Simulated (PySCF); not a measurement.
FeH₂, quintet: data card

All numbers come from UPBE0 in PySCF with Fe def2-TZVP, H def2-TZVP; no relativity; density-fitted integrals.

The structure is a minimum.

Coordinates in bohr (charge 0 multiplicity 5):
```
Fe    0.0000    0.0000    0.0000
H     3.1242    0.0000    0.0000
H    -3.1242    0.0000    0.0000
```

- Point group: D∞h
- Bond lengths: Fe–H 1.653 Å (×2)
- Bond angles: H–Fe–H 180.0°
- Entropy at 298.15 K and 1 bar (electronic part: spin only): 231.0 J/(mol K)
- Atomisation energy without zero-point energy: 485 kJ/mol
- Rotational constants: 3.06 cm⁻¹
- Lowest empty level (β): -3.06 eV
- Zero-point energy: 22.6 kJ/mol
- Enthalpy at 298.15 K above 0 K: 11.90 kJ/mol
- Principal quadrupole moments (Buckingham, traceless) about the centre of mass: -9.46, 4.73, 4.73 D Å
- Spin squared ⟨S²⟩: 6.019
- Heat capacity Cp at 298.15 K: 45.1 J/(mol K)
- Dipole moment: 0.00 D
- Principal polarisabilities: 24.5, 24.5, 40.0 bohr³
- Highest occupied level (β): -7.35 eV
- Rotational symmetry number: 2

Harmonic modes (masses in u: Fe 55.935, H 1.008):
```tsv
symmetry	ω (cm⁻¹)	IR (km/mol, summed over degenerate members)	μ (u)
πu	168	610	1.04
σu+	1673	813	1.04
σg+	1762	0.0	1.01
```

In D∞h the vibrations span πu + σu+ + σg+. The σg+ mode carries no infrared intensity, as symmetry demands. With a centre of inversion only u modes can be infrared active and only g modes Raman active.

Charges (e):
| atom | Mulliken | Löwdin | polar tensor | spin (Mulliken) | Mayer order to Fe1 |
| --- | --- | --- | --- | --- | --- |
| Fe1 | 0.35 | 0.50 | 0.94 | 4.18 | – |
| H2,3 | -0.18 | -0.25 | -0.47 | -0.09 | 0.83 |

Mulliken populations on Fe1: s 6.96, p 12.47, d 6.22, f 0.00.

Formally Fe is in oxidation state +2, d6, with 4 unpaired electrons (the high-spin count). The Mulliken spin on Fe is 4.18. The polar-tensor charge on Fe, 0.94, is far below the formal one.

Other isomers or separated fragments may lie lower. Other spin states or occupations of the open shell can lie lower.

The final relaxation and frequency run took roughly 16 core-seconds on a shared host.
